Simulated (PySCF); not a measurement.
C8H5N5, SMILES C12=NC=CC3N2C(=NC=N1)C=CN=3.

Coordinates come from a B3LYP-D3(BJ)/def2-SVP optimisation.

Computed with PySCF with HF/def2-SVP.

The molecule is in vacuum.

* **total energy**: -577.65142 hartree
* **point group**: Cs
* **highest occupied level**: -8.05 eV
* **lowest empty level**: 0.97 eV
* **orbital gap**: 9.02 eV
* **dipole moment**: 2.69 D
* **quadrupole, principal values (traceless, Buckingham form, about the centre of nuclear charge)**: -8.84, 0.36, 8.48 D·Å
* **mean static polarisability**: 109.3 bohr³ (16.20 Å³)
* **polarisability, principal values**: 46.5, 138.7, 142.7 bohr³
